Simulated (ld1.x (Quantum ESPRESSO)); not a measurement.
**Reading a pseudo-wave (Be (Z = 4))**

Columns: radius, all-electron u(r) and pseudo u(r) of the 1s shell (level -117.77 eV) of beryllium in the configuration 1s2 2s1 2p0; PBE, non-relativistic, PAW scheme, ld1.x (Quantum ESPRESSO) 7.5.

```tsv
r (bohr)	all-electron	pseudo
0.238	1.3794	0.8766
0.475	1.1497	1.0608
0.712	0.7474	0.7472
0.950	0.4422	0.4422
1.188	0.2490	0.2490
1.425	0.1372	0.1372
1.662	0.0745	0.0745
1.900	0.0399	0.0399
2.137	0.0212	0.0212
2.375	0.0111	0.0111
2.612	0.0058	0.0058
2.850	0.0030	0.0030
3.088	0.0016	0.0016
3.325	0.0008	0.0008
3.562	0.0004	0.0004
3.800	0.0002	0.0002
4.037	0.0001	0.0001
4.275	0.0001	0.0001
4.512	0.0000	0.0000
4.750	0.0000	0.0000
4.988	0.0000	0.0000
5.225	0.0000	0.0000
5.462	0.0000	0.0000
5.700	0.0000	0.0000
5.938	0.0000	0.0000
6.175	0.0000	0.0000
```

How many radial nodes do the two functions have?

The all-electron 1s function has n − l − 1 = 0; the pseudo-wave has 0.

At about which radius was the pseudo-wave matched?

0.80 bohr, where the columns begin to agree (steps of 0.24 bohr).

Is the pseudo-wave norm-conserving?

No, it belongs to a PAW set: the norm inside the radius is not constrained, and the difference is carried by the augmentation charge.
